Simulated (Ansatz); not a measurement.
Stepwise reaction of `C[B](C)[SnH3]` with hydrogen fluoride, as a gas-phase model of exchange steps in deposition or etching. ΔE in kJ/mol.

Calculated with Ansatz (gas phase, PBE0-D4/def2-TZVP geometries, no zero-point term in ΔE). CCSD(T)/CBS adds triple-zeta CCSD(T) − MP2 to the extrapolated MP2 energy (def2 sets, frozen cores). This one scheme is used for every species. Functionals use def2-TZVPP. B3LYP here is the variant with VWN-RPA as its local correlation; programs differ in this. def2 core potentials past Kr. For Sn outer-core shells are correlated without core-valence functions, which leaves a few kJ/mol of doubt a bond.

```tsv
step	reaction	PBE-D4	B3LYP-D4	ωB97M-V	CCSD(T)/CBS
2	`C[B](F)[SnH3]` + H–F → `F[B](F)[SnH3]` + CH₄	-149.5	-158.9	-157.9	-148.8
```

Question: Give the row of step 1, `C[B](C)[SnH3]` + H–F → `C[B](F)[SnH3]` + CH₄. (An estimate is asked.)

Answer: Computed: 
| step | reaction | PBE-D4 | B3LYP-D4 | ωB97M-V | CCSD(T)/CBS |
| --- | --- | --- | --- | --- | --- |
| 1 | `C[B](C)[SnH3]` + H–F → `C[B](F)[SnH3]` + CH₄ | -141.5 | -149.8 | -147.6 | -136.8 |

Question: By hand: ΔE of the 2 steps together at CCSD(T)/CBS.

Answer: (-136.8) + (-148.8) = -285.6 kJ/mol, or -142.8 kJ/mol a step.

In ΔE each step is lower than the one before. All are downhill at CCSD(T)/CBS. PBE-D4 differs from CCSD(T)/CBS by -4.7 to -0.7 kJ/mol a step. Isolated molecules leave out the surface, adducts and barriers. Largest T1 diagnostic: 0.014.
